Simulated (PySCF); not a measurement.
Electronic structure of VCl2

VCl2 holds V(II), d3, at total charge 0. The structure is a PBE0-D3(BJ)/def2-TZVP geometry optimised for multiplicity 4; coordination linear, point group D∞h, metal–donor distances 2.19 Å.

```
3

V     0.000    0.000    0.000
Cl    0.000    0.000    2.192
Cl    0.000    0.000   -2.192
```

Method (PySCF 2.14, density fitting): CASSCF(3,5) with orbitals averaged over all microstates of the shell, strongly contracted NEVPT2 on the averaged canonical orbitals; basis x2c-TZVPall on the metal, x2c-SVPall elsewhere; spin-free X2C; gas phase; spin-orbit coupling by state interaction with the mean-field operator over all roots.

## Spin-free states

```tsv
2S+1	deg.	symmetry	free-ion term	CASSCF / cm⁻¹	NEVPT2 / cm⁻¹	f(ED)	occupations
4	1	4Σg-	4F 0.96	0	0	–	0.9 0.9 1.0 0.1 0.1
4	2	4Πg	4F 0.94	1063	2927	0	0.8 0.8 0.4 0.5 0.5
4	2	4Φg	4F 1.00	3492	4454	0	0.5 0.5 1.0 0.5 0.5
4	2	4Δg	4F 1.00	3851	7249	0	0.5 0.5 0.0 1.0 1.0
4	2	4Πg	4P 0.94	13300	12549	0	0.7 0.7 0.6 0.5 0.5
2	2	2Γg	2G 0.72	14286	12977	–	0.9 0.9 0.9 0.1 0.1
2	2	2Δg	2G 0.87	14987	13860	–	0.8 0.8 0.7 0.3 0.3
2	2	2Φg	2G 0.97	14257	14332	–	0.7 0.7 0.5 0.5 0.5
2	1	2Σg+	2G 0.84	15737	14741	–	0.7 0.7 0.9 0.3 0.3
2	2	2Πg	2G 0.97	16018	16022	–	0.6 0.6 0.6 0.6 0.6
2	1	2Σg-	2P 0.71	18511	16204	–	0.8 0.8 0.9 0.2 0.2
2	2	2Πg	2P 0.56	16934	16364	–	0.9 0.9 0.2 0.5 0.5
2	2	2Hg	2H 1.00	15479	16666	–	1.0 1.0 0.0 0.5 0.5
2	2	2Φg	2H 0.97	19838	19516	–	0.6 0.6 0.8 0.5 0.5
4	1	4Σg-	4P 0.96	20602	19798	0	0.1 0.1 1.0 0.9 0.9
2	2	2Δg	2H 0.91	21472	19812	–	0.5 0.5 1.1 0.4 0.4
2	2	2Πg	2H 0.82	21480	20512	–	0.5 0.5 0.9 0.6 0.6
2	2	2Γg	2H 0.72	19584	21074	–	0.6 0.6 0.1 0.9 0.9
2	1	2Σg+	2D 0.84	21974	21075	–	0.6 0.6 0.2 0.8 0.8
2	2	2Δg	2D 0.82	22085	21544	–	0.6 0.6 0.1 0.8 0.8
2	2	2Πg	2D 0.42	23585	22381	–	0.5 0.5 0.6 0.7 0.7
2	1	2Σg-	2H 0.70	23246	24061	–	0.4 0.4 0.2 1.0 1.0
2	2	2Φg	2F 0.96	31409	28401	–	0.7 0.7 0.7 0.5 0.5
2	2	2Δg	2F 0.75	33568	30843	–	0.4 0.4 0.8 0.7 0.7
2	1	2Σg-	2F 0.92	33786	31204	–	0.3 0.3 0.9 0.8 0.8
2	2	2Πg	2F 0.84	35492	32797	–	0.2 0.2 0.8 0.9 0.9
2	2	2Δg	2D 0.91	48096	42232	–	0.6 0.6 0.3 0.7 0.7
2	2	2Πg	2D 0.98	51312	44622	–	0.3 0.3 0.9 0.7 0.7
2	1	2Σg+	2D 0.99	54573	48345	–	0.2 0.2 0.9 0.9 0.9
```

Energies are counted from the ground state at NEVPT2 level. Weights follow the labels. f(ED) is the electric-dipole oscillator strength from the ground state at the fixed geometry, without vibronic coupling; occupations, where given, run over the ligand-field orbitals from the lowest.

## Ligand-field fit

```json
{"cm⁻¹": "B", "CASSCF": "822"}
{"cm⁻¹": "B, free ion", "CASSCF": "965"}
{"cm⁻¹": "C", "CASSCF": "3313"}
{"cm⁻¹": "C, free ion", "CASSCF": "3573"}
{"cm⁻¹": "rms of the fit", "CASSCF": "486"}
```

| orbital | CASSCF / cm⁻¹ | metal share | main function |
| --- | --- | --- | --- |
| 1 | 0 | 1.00 | degenerate set |
| 2 | 0 | 1.00 | degenerate set |
| 3 | 4469 | 0.78 | z2 1.00 |
| 4 | 5409 | 0.95 | degenerate set |
| 5 | 5409 | 0.95 | degenerate set |

ζ = 157 cm⁻¹, against 174 for the free ion.

## Spin-orbit levels

```csv
E / cm⁻¹,deg.,make-up,g (S′ = 1/2)
0.0,2,0.99 4Σg-,2.00 3.65 3.65
13.2,2,1.00 4Σg-,0.00 0.00 6.00
2868.6,2,1.00 4Πg,1.01 1.01 3.92
2922.7,2,0.99 4Πg,0.09 1.35 1.35
2974.5,2,1.00 4Πg,0.00 0.00 4.00
3028.1,2,1.00 4Πg,0.00 0.00 8.00
4209.7,2,1.00 4Φg,0.00 0.00 0.00
4383.4,2,1.00 4Φg,0.00 0.00 4.00
4557.2,2,1.00 4Φg,0.00 0.00 8.00
4731.0,2,1.00 4Φg,0.00 0.00 12.01
```

Only the lowest levels are listed: 20 of 120 states.

NEVPT2 lifts 4Δg from 3851 to 7249 cm⁻¹; on the d shell alone such lifts tend to overshoot.

The job took 5 s on one thread of Intel Xeon Platinum 8375C @ 2.90GHz (shared host), with 84 basis functions, launched as `OMP_NUM_THREADS=1 python lf_run.py task.json out`.
